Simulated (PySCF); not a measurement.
Record of a relaxation.

GeH₇NSSi.
Bonds: N1–Ge2, Ge2–S3, S3–Si4. Hydrogens: H5, H6 on N1; H7, H8 on Ge2; H9, H10, H11 on Si4.

Method: PBE0-D3(BJ)/def2-SVP geometry optimisation, gas phase in PySCF; density fitting, grid level 1; the optimiser is geomeTRIC in internal coordinates, started from a GFN2-xTB structure with every atom displaced at random (about 0.01 Å). The frame can shift and turn from step to step; on so coarse a grid that alone can change the energy by a few meV, and forces under 0.02 eV/Å are noise.

Step 0: E = -76806.5598 eV, largest atomic force 1.884 eV/Å
```
atom  x, y, z in Å  |  force x, y, z in eV/Å
N1     -1.507    0.708   -0.690   -0.924   1.332  -0.961
Ge2    -1.139   -0.588    0.498    0.036  -0.225   0.064
S3      0.749   -0.063    1.461    0.611   0.105   0.285
Si4     2.078    0.049   -0.262   -1.709   0.079   0.788
H5     -1.514    1.672   -0.345    0.218  -0.318   0.110
H6     -2.382    0.617   -1.227    0.526  -0.240   0.208
H7     -2.130   -0.790    1.619   -0.383  -0.042   0.544
H8     -1.034   -1.833   -0.341    0.083  -0.628  -0.291
H9      1.947   -1.210   -0.967    0.156  -0.690  -0.576
H10     3.346    0.246    0.361    1.278   0.188   0.311
H11     1.625    1.167   -1.083    0.106   0.440  -0.482
```

Step 1: E = -76806.7487 eV, largest atomic force 0.814 eV/Å
```
atom  x, y, z in Å  |  force x, y, z in eV/Å
N1     -1.519    0.720   -0.737    0.390  -0.381   0.605
Ge2    -1.124   -0.612    0.496   -0.246   0.009  -0.144
S3      0.761   -0.032    1.541   -0.095  -0.029  -0.150
Si4     2.015    0.124   -0.204    0.079  -0.007   0.186
H5     -1.735    1.613   -0.299   -0.042   0.000  -0.080
H6     -2.263    0.458   -1.370   -0.226   0.020  -0.202
H7     -2.157   -0.827    1.648    0.191   0.080  -0.220
H8     -0.939   -1.922   -0.324   -0.024   0.260   0.132
H9      1.964   -1.142   -0.994   -0.015   0.013  -0.033
H10     3.386    0.319    0.353    0.007  -0.006  -0.069
H11     1.659    1.273   -1.078   -0.020   0.043  -0.025
```

Step 2: E = -76806.7714 eV, largest atomic force 0.172 eV/Å
```
atom  x, y, z in Å  |  force x, y, z in eV/Å
N1     -1.481    0.677   -0.737   -0.010  -0.126   0.117
Ge2    -1.138   -0.626    0.512   -0.018   0.001  -0.056
S3      0.756   -0.068    1.544    0.010  -0.014  -0.037
Si4     2.004    0.143   -0.199   -0.029   0.023   0.045
H5     -1.675    1.589   -0.331   -0.012   0.028  -0.051
H6     -2.227    0.433   -1.385    0.039   0.059  -0.010
H7     -2.170   -0.787    1.649    0.011   0.030   0.011
H8     -0.981   -1.934   -0.282    0.002  -0.014   0.003
H9      1.920   -1.083   -1.050   -0.008   0.007  -0.016
H10     3.391    0.296    0.330   -0.001  -0.010  -0.014
H11     1.649    1.334   -1.020    0.015   0.015   0.007
```

Step 3: E = -76806.7831 eV, largest atomic force 0.214 eV/Å
```
atom  x, y, z in Å  |  force x, y, z in eV/Å
N1     -1.426    0.619   -0.748   -0.148   0.091  -0.125
Ge2    -1.151   -0.650    0.538    0.085  -0.042   0.014
S3      0.760   -0.127    1.552    0.059   0.001   0.046
Si4     1.976    0.174   -0.197   -0.091   0.030  -0.069
H5     -1.577    1.560   -0.395    0.023   0.005   0.001
H6     -2.163    0.398   -1.416    0.112   0.010   0.036
H7     -2.183   -0.727    1.675   -0.069   0.009   0.083
H8     -1.039   -1.981   -0.214   -0.012  -0.102  -0.029
H9      1.827   -0.975   -1.141    0.002   0.005   0.003
H10     3.382    0.243    0.293    0.004  -0.012   0.020
H11     1.642    1.438   -0.915    0.035   0.004   0.020
```

Step 4: E = -76806.7922 eV, largest atomic force 0.495 eV/Å
```
atom  x, y, z in Å  |  force x, y, z in eV/Å
N1     -1.316    0.506   -0.774   -0.184   0.306  -0.343
Ge2    -1.170   -0.690    0.587    0.138  -0.087   0.101
S3      0.777   -0.239    1.566    0.067   0.020   0.133
Si4     1.908    0.240   -0.198   -0.101  -0.024  -0.197
H5     -1.377    1.487   -0.515    0.017  -0.017   0.075
H6     -2.024    0.314   -1.483    0.140  -0.065   0.074
H7     -2.201   -0.604    1.721   -0.116  -0.003   0.085
H8     -1.159   -2.068   -0.079   -0.041  -0.133  -0.026
H9      1.611   -0.725   -1.299    0.044   0.002   0.027
H10     3.343    0.126    0.192    0.017  -0.002   0.046
H11     1.655    1.628   -0.684    0.018   0.002   0.025
```

Step 5: E = -76806.7983 eV, largest atomic force 0.192 eV/Å
```
atom  x, y, z in Å  |  force x, y, z in eV/Å
N1     -1.345    0.548   -0.765   -0.074   0.126  -0.124
Ge2    -1.162   -0.680    0.575    0.059  -0.033   0.034
S3      0.773   -0.202    1.567    0.037   0.001   0.051
Si4     1.923    0.218   -0.203   -0.066   0.028  -0.091
H5     -1.441    1.516   -0.471    0.009  -0.018   0.037
H6     -2.049    0.344   -1.471    0.071  -0.038   0.019
H7     -2.204   -0.644    1.708   -0.044  -0.001   0.031
H8     -1.121   -2.051   -0.117   -0.026  -0.046  -0.008
H9      1.680   -0.811   -1.258    0.006  -0.006   0.012
H10     3.350    0.163    0.228    0.006  -0.008   0.023
H11     1.644    1.573   -0.761    0.022  -0.006   0.016
```

Step 6: E = -76806.8019 eV, largest atomic force 0.049 eV/Å
```
atom  x, y, z in Å  |  force x, y, z in eV/Å
N1     -1.321    0.543   -0.765    0.007   0.040  -0.003
Ge2    -1.160   -0.685    0.583    0.009  -0.009   0.012
S3      0.777   -0.210    1.575    0.006  -0.012   0.012
Si4     1.904    0.225   -0.208   -0.019   0.029  -0.035
H5     -1.422    1.511   -0.472   -0.014  -0.011   0.013
H6     -2.003    0.333   -1.490    0.018  -0.025  -0.016
H7     -2.215   -0.633    1.708   -0.002   0.003  -0.007
H8     -1.130   -2.063   -0.100   -0.017   0.003   0.003
H9      1.647   -0.790   -1.272   -0.001  -0.008   0.007
H10     3.334    0.151    0.214    0.002  -0.005   0.006
H11     1.637    1.592   -0.740    0.011  -0.006   0.006
```

Step 7: E = -76806.8038 eV, largest atomic force 0.079 eV/Å
```
atom  x, y, z in Å  |  force x, y, z in eV/Å
N1     -1.291    0.533   -0.766    0.044  -0.009   0.065
Ge2    -1.159   -0.688    0.593   -0.016   0.000  -0.007
S3      0.781   -0.225    1.585   -0.014  -0.014  -0.014
Si4     1.883    0.234   -0.211    0.017   0.004   0.013
H5     -1.405    1.501   -0.478   -0.034   0.002  -0.013
H6     -1.941    0.314   -1.515   -0.007  -0.008  -0.026
H7     -2.228   -0.614    1.705    0.021   0.009  -0.016
H8     -1.148   -2.074   -0.079   -0.005   0.021   0.004
H9      1.602   -0.756   -1.290    0.000  -0.004   0.001
H10     3.317    0.129    0.194   -0.001   0.000  -0.004
H11     1.636    1.618   -0.706   -0.003   0.000  -0.003
```

Step 8: E = -76806.8046 eV, largest atomic force 0.079 eV/Å
```
atom  x, y, z in Å  |  force x, y, z in eV/Å
N1     -1.282    0.535   -0.765    0.039  -0.018   0.066
Ge2    -1.159   -0.687    0.595   -0.019   0.002  -0.017
S3      0.782   -0.231    1.588   -0.012  -0.012  -0.020
Si4     1.879    0.235   -0.210    0.021  -0.005   0.031
H5     -1.414    1.500   -0.478   -0.032   0.004  -0.020
H6     -1.913    0.307   -1.527   -0.007  -0.003  -0.021
H7     -2.234   -0.606    1.701    0.022   0.011  -0.008
H8     -1.155   -2.072   -0.076   -0.001   0.017   0.002
H9      1.593   -0.752   -1.292   -0.001  -0.001  -0.002
H10     3.313    0.122    0.192   -0.002   0.002  -0.006
H11     1.638    1.622   -0.697   -0.007   0.001  -0.005
```

Step 9: E = -76806.8064 eV, largest atomic force 0.055 eV/Å
```
atom  x, y, z in Å  |  force x, y, z in eV/Å
N1     -1.260    0.542   -0.765   -0.003  -0.009   0.029
Ge2    -1.163   -0.679    0.598   -0.017   0.003  -0.034
S3      0.781   -0.256    1.597    0.005  -0.002  -0.015
Si4     1.873    0.231   -0.200    0.017  -0.018   0.050
H5     -1.453    1.501   -0.488   -0.009   0.005  -0.021
H6     -1.837    0.287   -1.561    0.004   0.002   0.000
H7     -2.246   -0.576    1.691    0.011   0.013   0.012
H8     -1.179   -2.063   -0.075    0.007  -0.001  -0.003
H9      1.578   -0.740   -1.293   -0.002   0.006  -0.008
H10     3.308    0.100    0.194   -0.003   0.002  -0.002
H11     1.645    1.628   -0.666   -0.010   0.000  -0.007
```

Step 10: E = -76806.8072 eV, largest atomic force 0.040 eV/Å
```
atom  x, y, z in Å  |  force x, y, z in eV/Å
N1     -1.255    0.547   -0.768   -0.025   0.001  -0.001
Ge2    -1.168   -0.674    0.595   -0.010   0.004  -0.029
S3      0.778   -0.274    1.600    0.012   0.002  -0.007
Si4     1.876    0.226   -0.190    0.008  -0.015   0.036
H5     -1.477    1.502   -0.502    0.007   0.002  -0.010
H6     -1.805    0.277   -1.579    0.011  -0.001   0.007
H7     -2.250   -0.557    1.686    0.001   0.009   0.015
H8     -1.195   -2.056   -0.078    0.007  -0.008  -0.003
H9      1.582   -0.734   -1.293   -0.001   0.006  -0.006
H10     3.311    0.088    0.205   -0.002   0.001   0.002
H11     1.651    1.627   -0.645   -0.007  -0.001  -0.005
```

Step 11: E = -76806.8079 eV, largest atomic force 0.033 eV/Å
```
atom  x, y, z in Å  |  force x, y, z in eV/Å
N1     -1.256    0.551   -0.775   -0.029   0.004  -0.015
Ge2    -1.175   -0.668    0.589   -0.001   0.005  -0.011
S3      0.773   -0.289    1.601    0.009   0.003   0.003
Si4     1.883    0.220   -0.177   -0.001  -0.006   0.009
H5     -1.493    1.505   -0.518    0.014  -0.001   0.002
H6     -1.788    0.272   -1.594    0.012  -0.002   0.004
H7     -2.253   -0.539    1.682   -0.005   0.002   0.006
H8     -1.211   -2.051   -0.084    0.003  -0.006  -0.001
H9      1.593   -0.730   -1.290    0.000   0.003   0.000
H10     3.315    0.078    0.224   -0.001   0.000   0.005
H11     1.659    1.624   -0.625   -0.001  -0.001  -0.001
```

Step 12: E = -76806.8081 eV, largest atomic force 0.021 eV/Å
```
atom  x, y, z in Å  |  force x, y, z in eV/Å
N1     -1.256    0.552   -0.781   -0.018   0.000  -0.010
Ge2    -1.179   -0.666    0.584    0.004   0.004   0.001
S3      0.767   -0.295    1.602    0.001   0.002   0.005
Si4     1.886    0.217   -0.168   -0.004   0.002  -0.005
H5     -1.493    1.507   -0.529    0.012  -0.001   0.003
H6     -1.781    0.270   -1.603    0.007  -0.001  -0.001
H7     -2.257   -0.530    1.678   -0.005  -0.002  -0.003
H8     -1.218   -2.049   -0.087    0.000  -0.001   0.000
H9      1.601   -0.729   -1.287    0.001  -0.001   0.003
H10     3.316    0.074    0.238    0.000   0.000   0.005
H11     1.663    1.621   -0.615    0.003  -0.001   0.001
```

Task: Summarise the path.

Result: The energy falls by 5.73 kcal/mol from step 0 to step 12; nine tenths of that is first reached at step 4. It falls at every step. The largest force goes from 1.884 to 0.021 eV/Å. Among the bonds Si4–H10 changes most, from 1.427 to 1.494 Å; the atoms move by 0.429 Å rms after alignment.

Task: Follow the three bonds and two angles with the largest change from start to end.

Result: 
```json
{"step": "0", "E above end (kcal/mol)": "5.73", "largest force (eV/Å)": "1.884", "Si4–H10 (Å)": "1.427", "Ge2–S3 (Å)": "2.184", "Si4–H9 (Å)": "1.449", "H10–Si4–H11 (°)": "114.5", "S3–Si4–H11 (°)": "107.1"}
{"step": "1", "E above end (kcal/mol)": "1.37", "largest force (eV/Å)": "0.814", "Si4–H10 (Å)": "1.493", "Ge2–S3 (Å)": "2.232", "Si4–H9 (Å)": "1.494", "H10–Si4–H11 (°)": "109.8", "S3–Si4–H11 (°)": "113.2"}
{"step": "2", "E above end (kcal/mol)": "0.85", "largest force (eV/Å)": "0.172", "Si4–H10 (Å)": "1.492", "Ge2–S3 (Å)": "2.228", "Si4–H9 (Å)": "1.494", "H10–Si4–H11 (°)": "109.6", "S3–Si4–H11 (°)": "112.7"}
{"step": "3", "E above end (kcal/mol)": "0.58", "largest force (eV/Å)": "0.214", "Si4–H10 (Å)": "1.491", "Ge2–S3 (Å)": "2.226", "Si4–H9 (Å)": "1.494", "H10–Si4–H11 (°)": "109.3", "S3–Si4–H11 (°)": "112.5"}
{"step": "4", "E above end (kcal/mol)": "0.37", "largest force (eV/Å)": "0.495", "Si4–H10 (Å)": "1.491", "Ge2–S3 (Å)": "2.225", "Si4–H9 (Å)": "1.494", "H10–Si4–H11 (°)": "108.6", "S3–Si4–H11 (°)": "112.7"}
{"step": "5", "E above end (kcal/mol)": "0.23", "largest force (eV/Å)": "0.192", "Si4–H10 (Å)": "1.492", "Ge2–S3 (Å)": "2.227", "Si4–H9 (Å)": "1.493", "H10–Si4–H11 (°)": "108.7", "S3–Si4–H11 (°)": "112.7"}
{"step": "6", "E above end (kcal/mol)": "0.14", "largest force (eV/Å)": "0.049", "Si4–H10 (Å)": "1.493", "Ge2–S3 (Å)": "2.228", "Si4–H9 (Å)": "1.492", "H10–Si4–H11 (°)": "108.5", "S3–Si4–H11 (°)": "112.8"}
{"step": "7", "E above end (kcal/mol)": "0.10", "largest force (eV/Å)": "0.079", "Si4–H10 (Å)": "1.494", "Ge2–S3 (Å)": "2.228", "Si4–H9 (Å)": "1.492", "H10–Si4–H11 (°)": "108.3", "S3–Si4–H11 (°)": "113.0"}
{"step": "8", "E above end (kcal/mol)": "0.08", "largest force (eV/Å)": "0.079", "Si4–H10 (Å)": "1.494", "Ge2–S3 (Å)": "2.228", "Si4–H9 (Å)": "1.492", "H10–Si4–H11 (°)": "108.3", "S3–Si4–H11 (°)": "113.1"}
{"step": "9", "E above end (kcal/mol)": "0.04", "largest force (eV/Å)": "0.055", "Si4–H10 (Å)": "1.494", "Ge2–S3 (Å)": "2.226", "Si4–H9 (Å)": "1.492", "H10–Si4–H11 (°)": "108.2", "S3–Si4–H11 (°)": "113.2"}
{"step": "10", "E above end (kcal/mol)": "0.02", "largest force (eV/Å)": "0.040", "Si4–H10 (Å)": "1.494", "Ge2–S3 (Å)": "2.226", "Si4–H9 (Å)": "1.492", "H10–Si4–H11 (°)": "108.2", "S3–Si4–H11 (°)": "113.2"}
{"step": "11", "E above end (kcal/mol)": "0.01", "largest force (eV/Å)": "0.033", "Si4–H10 (Å)": "1.494", "Ge2–S3 (Å)": "2.227", "Si4–H9 (Å)": "1.492", "H10–Si4–H11 (°)": "108.3", "S3–Si4–H11 (°)": "113.2"}
{"step": "12", "E above end (kcal/mol)": "0.00", "largest force (eV/Å)": "0.021", "Si4–H10 (Å)": "1.494", "Ge2–S3 (Å)": "2.228", "Si4–H9 (Å)": "1.492", "H10–Si4–H11 (°)": "108.4", "S3–Si4–H11 (°)": "113.1"}
```

The cost below is that of the whole optimisation. On an Arm Neoverse V1 with one thread, shared host with 32 logical CPUs at a one-minute load of 21, this took 82 s wall and 0.50 GiB of memory at its peak.
